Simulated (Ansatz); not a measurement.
Consider the formal hydrolysis of a Mo–F bond: `[NH2][Mo]([F])(=[S])=[S]` + H₂O → `[NH2][Mo]([OH])(=[S])=[S]` + H–F.

Computed with Ansatz on PBE0-D4/def2-TZVP structures; ΔE is electronic, products minus reactants. CCSD(T)/CBS adds triple-zeta CCSD(T) − MP2 to the extrapolated MP2 energy (def2 sets, frozen cores). This one scheme is used for every species. Functionals use def2-TZVPP. Elements past krypton have def2 core potentials. For Mo outer-core shells are correlated without core-valence functions, which leaves a few kJ/mol of doubt a bond. One conformer a species, not always the lowest.

`[NH2][Mo]([F])(=[S])=[S]`:

```xyz
7

N    -0.116   -1.055    0.561
Mo   -0.038    0.630   -0.310
F    -1.704    1.424   -0.327
S     1.328    1.822    0.743
S     0.632    0.298   -2.268
H     0.119   -1.189    1.534
H    -0.220   -1.931    0.068
```

H₂O:

Cartesian coordinates in Å:
```
O 0.151 -0.041 0.356
H -0.668 0.398 0.116
H 0.517 -0.357 -0.472
```

`[NH2][Mo]([OH])(=[S])=[S]`:

```xyz
8

N    -1.404    0.226    0.143
Mo    0.481   -0.031    0.278
O     1.107   -1.046   -1.163
S     1.382    1.868    0.284
S     0.860   -1.077    2.062
H    -2.080   -0.372    0.594
H    -1.830    1.046   -0.262
H     1.484   -0.615   -1.935
```

H–F:

Z-matrix (Å, degrees):
```
F
H 1 0.920
```

| level | ΔE (kcal/mol) |
| --- | --- |
| BHLYP-D4 | 7.1 |
| BHLYP | 8.0 |
| HF/def2-SVP | 8.1 |
| MP2/def2-TZVPP | 5.3 |

Q: What does CCSD(T)/CBS give? (An estimate is asked.)

A: Ansatz gave: +6.4 kcal/mol. The listed levels differ from it by 0.7, 1.6, 1.7, -1.1 kcal/mol.

Largest T1 diagnostic among the species: 0.025, so the coupled-cluster value is less sure than usual.

From BLYP to BHLYP (50 % exact exchange), in def2-TZVPP and without D4, ΔE moves by −1.3 kcal/mol. The D4 term adds −1.1 kcal/mol with B3LYP and −0.6 kcal/mol with PBE0; it sums over pairs of atoms, weighted by their polarisabilities, and B3LYP, whose exchange is more repulsive, gets the larger term. Leaving LDA and LC-ωPBE aside and taking each functional with its dispersion term where it has one, the values, not all of them listed here, spread over 2.5 kcal/mol, from PBE-QIDH to B97M-V. LDA lies −1.7 kcal/mol from PBE without D4.

B3LYP here is the variant with VWN-RPA as its local correlation; programs differ in this.
